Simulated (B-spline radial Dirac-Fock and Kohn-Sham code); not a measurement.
# The K (1s) hole of lead ions: width and yield against charge

Level of theory: a relativistic independent-particle model: LDA orbitals of the hole state, radiative multipoles to third order, Auger rates from the Coulomb interaction with a continuum orbital, Dirac-Fock energies; a radial B-spline solver. Tabulated ground configurations, configuration averages; single configurations, so decays that open only by mixing (as 1s 2s² with 1s 2p² in Be-like ions) are missing and such tiny yields are far too low.

```csv
ion,configuration,radiative (eV),non-radiative (eV),yield
Pb,[Xe] 4f14 5d10 6s2 6p2,56.9,1.74,0.970
Pb⁺,[Xe] 4f14 5d10 6s2 6p1,56.8,1.74,0.970
Pb²⁺,[Xe] 4f14 5d10 6s2,56.8,1.74,0.970
Pb³⁺,[Xe] 4f14 5d10 6s1,56.8,1.74,0.970
Pb⁴⁺,[Xe] 4f14 5d10,56.8,1.74,0.970
Pb⁵⁺,[Xe] 4f14 5d9,56.9,1.74,0.970
Pb⁶⁺,[Xe] 4f14 5d8,56.9,1.74,0.970
Pb⁷⁺,[Xe] 4f14 5d7,56.9,1.74,0.970
```

Values without a named source are computed, but for edge energies of neutral atoms, which are taken from tables.
